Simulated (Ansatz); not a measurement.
Species: H₄GeO, charge 0, singlet. H4GeO (SMILES [OH][GeH3]).
B3LYP-D3(BJ)/def2-TZVP minimum from Ansatz (a quantum-chemistry and plane-wave program):
```
Ge
O 1 1.7950
H 2 0.9620 1 112.92
H 1 1.5318 2 104.05 3 -180.00
H 1 1.5422 4 111.57 2 -118.40
H 1 1.5422 4 111.57 5 -123.20
```

Total energies in hartree (Ansatz). UHF or UKS for unpaired electrons; spin-orbit terms are left out. Correlated methods leave the cores frozen (noble-gas shells, and filled d and f shells in the p block). No relativity. Where a partner has so few electrons that a lower coupled-cluster level is exact, that level stands in.

```tsv
species	HF/cc-pVTZ	CCSD(T)/cc-pVTZ	HF/cc-pVQZ	CCSD(T)/cc-pVQZ	CCSDT(Q)/cc-pVTZ
1: H4GeO (SMILES [OH][GeH3])	-2152.63990	-2153.05097	-2152.65110	-2153.08858	-2153.05207
2: Ge (triplet)	-2075.36107	-2075.42794	-2075.36359	-2075.43284	-2075.42848
3: O (triplet)	-74.81176	-74.97396	-74.81729	-74.99357	-74.97430
4: H (doublet)	-0.49981	-0.49981	-0.49995	-0.49995	-0.49981
```

Q: Work out the atomisation energy (electronic, to ground-state atoms) in kJ/mol: take Hartree-Fock from cc-pVQZ, extrapolate the CCSD(T) correlation energy as X^-3 (X = 3, 4), and add CCSDT(Q) - CCSD(T) in cc-pVTZ. 1 hartree = 2625.5 kJ/mol.

A: 
Species 1: correlation (64·(-0.43748) - 27·(-0.41107))/37 = -0.45675; step -0.00110; E1 = -2152.65110 + (-0.45675) + (-0.00110) = -2153.10895
Species 2: correlation (64·(-0.06925) - 27·(-0.06687))/37 = -0.07099; step -0.00054; E2 = -2075.36359 + (-0.07099) + (-0.00054) = -2075.43512
Species 3: correlation (64·(-0.17628) - 27·(-0.16220))/37 = -0.18655; step -0.00034; E3 = -74.81729 + (-0.18655) + (-0.00034) = -75.00418
Species 4: correlation (64·(0.00000) - 27·(0.00000))/37 = 0.00000; step +0.00000; E4 = -0.49995 + (0.00000) + (+0.00000) = -0.49995
-1·E1 +1·E2 +1·E3 +4·E4 = 0.66985 hartree = 1758.7 kJ/mol.
